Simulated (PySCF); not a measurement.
Harmonic spectrum computed at PBE0 in the def2-TZVP basis family (core potentials from Rb on, PySCF, no spin–orbit coupling):

| symmetry | ω (cm⁻¹) | IR (km/mol) |
| --- | --- | --- |
| a1 | 268 | 25.8 |
| a2 | 313 | 0.0 |
| b1 | 435 | 270 |
| b2 | 659 | 50.5 |
| a1 | 683 | 88.8 |
| b2 | 684 | 248 |
| a1 | 835 | 1.2 |
| a1 | 3865 | 55.4 |
| b2 | 3866 | 3.0 |

Which molecule gave it? In each, all ligands are bound to the one heavy central atom.
A. Sn(OH)₂ (singlet)
B. Zn(OH)₂ (singlet)
C. Ge(OH)₂ (singlet)
D. Si(OH)₂ (singlet)

C. It has C2v symmetry with Ge–O 1.790 Å (×2), O–H 0.961 Å (×2).
